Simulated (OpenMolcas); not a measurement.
**Ni2+: Racah parameters, the spin-orbit constant, worked from levels**

```json
{"Program": "OpenMolcas", "Basis": "ANO-RCC-VQZP [7s6p4d3f2g1h]", "Scalar Hamiltonian": "DKH2, point nucleus", "Active space": "8 electrons in 5 orbitals (3d)", "State averaging": "2S+1 = 3 even, 10 roots; 2S+1 = 1 even, 15 roots", "Spin-orbit coupling": "state interaction with AMFI integrals over the reference wave functions, term energies averaged over their components"}
```

Methods: CASSCF; SS-CASPT2, IPEA 0.25 Eh, imaginary shift 0.1 Eh (closed shells correlated: 3s 3p). Measured levels: Corliss and Sugar, J. Phys. Chem. Ref. Data 10, 197 (1981).

**Racah parameters.** Above 3F, d8 has 3P at 15B, 1G at 12B + 2C and 1D at 5B + 2C. The first two fix B and C, and the third tests them; where it misses by thousands of cm-1, two parameters do not describe the configuration (Trees and configuration-interaction terms are left out) and B and C hang on the terms chosen. Term energies are centres of gravity, weighted by 2J + 1.

```tsv
Source	3P	1G	B	C	C/B	1D from B, C	1D found
CASSCF	19969	25574	1331	4799	3.61	16253	16140
SS-CASPT2	16200	21862	1080	4451	4.12	14302	12262
measured	15836	22115	1056	4723	4.47	14726	13038
```

Energies in cm-1. From CASSCF to SS-CASPT2, B changes by -18.9 % and C by -7.3 %. Against the measured terms, SS-CASPT2 has B off by +2.3 % and C by -5.8 %.

**The spin-orbit constant.** For the Hund term 3F of d8, E(J) = (A/2) J(J+1) + constant and ζ = -2S·A = -2A. From J = 2 to J = 4 the energy changes by 7 A.

```tsv
Source	E(4) - E(2)	A	ζ
CASSCF	-2302.4	-328.9	658
SS-CASPT2	-2279.7	-325.7	651
measured	-2269.6	-324.2	648
```

All in cm-1. SS-CASPT2 is off by +0.4 % and CASSCF by +1.4 %. Both methods take the spin-orbit matrix elements from the reference wave functions, so the second can move ζ only through the term energies and any multistate remixing. Second-order mixing with other terms is absorbed into this ζ.

Term energies are means over components that CASPT2 splits; among the terms shown or strongly mixed into the levels shown the widest spread is 930 cm-1 (3d8 3F, SS-CASPT2). Some levels mix across a computed gap that differs much from the measured one, so their mixing is not that of the real levels. Without dynamic correlation excited terms often stand tens of per cent too high (terms of higher spin than the ground term too low), and those without a measured partner can miss by more than the paired ones (holds for CASSCF). Computed and measured levels are paired by configuration, term and J; levels that our copy of the source lacks, or whose pairing is in doubt (as where it misses far off the trend of its configuration), stay unpaired and out of the deviations. Levels of configurations outside the active space are missing.
